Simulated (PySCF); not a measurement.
All values below come from TPSSh-D3(BJ)/def2-TZVP // B3LYP-D3(BJ)/def2-TZVP (PySCF 2.14.0). Isolated molecules, 0 K electronic values unless said otherwise. Excitations are Tamm–Dancoff values on a coarser integration grid. The basis has no diffuse functions, so Rydberg states are missing or too high.

Reference species (SMILES): `S=c1ccc1=S` (neutral, multiplicity 1).

```yaml
S1 excitation (TDA): 2.05 eV
HOMO–LUMO gap: 2.57 eV
LUMO: -3.37 eV
```

Changed species: `C1=Cc2ssc21`.

Predict the effect on the S1 excitation (TDA), HOMO–LUMO gap and LUMO.

the S1 excitation (TDA) goes up by 0.36 eV, to 2.41 eV; the HOMO–LUMO gap rises by 0.07 eV, to 2.64 eV; the LUMO goes up by 0.55 eV, to -2.82 eV.
